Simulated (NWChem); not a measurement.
System: C3H6Si; SMILES [SiH2](C#C)C

The following NWChem deck was run.

```
start job
memory heap 200 mb stack 900 mb global 1100 mb
geometry units angstroms noautosym nocenter noautoz
  Si    -0.593024    -0.531863    -0.000453
  C      0.891566    -1.695495    -0.000519
  C     -0.031699     1.223548    -0.000091
  C      0.364702     2.386851     0.000052
  H     -1.445119    -0.756987     1.219693
  H     -1.444890    -0.756476    -1.220850
  H      1.519131    -1.527144    -0.898057
  H      1.517965    -1.528713     0.898126
  H      0.554608    -2.751782    -0.001660
  H      0.709688     3.412788     0.000166
end
basis spherical
  * library def2-svp
end
dft
  xc m06-2x
  iterations 150
end
cosmo
  do_cosmo_smd true
  solvent dmf
end
task dft energy
```

The geometry was optimised at PBE-D3(BJ)/def2-SVP. Solvent: N,N-dimethylformamide.

Level: M06-2X/def2-SVP with SMD (1 M gas to 1 M solution), gas-phase geometry. Reactions with the solvent are ignored.

Problem. Predict the main results of this run. (M06-2X/def2-SVP, SMD on the gas-phase geometry.) Quantities: solvation free energy (kcal/mol); cavity-dispersion-structure term (kcal/mol); dipole in solution (D).

Solution. 
```json
{
 "solvation free energy (kcal/mol)": "-1.1",
 "cavity-dispersion-structure term (kcal/mol)": "2.8",
 "dipole in solution (D)": "0.95"
}
```
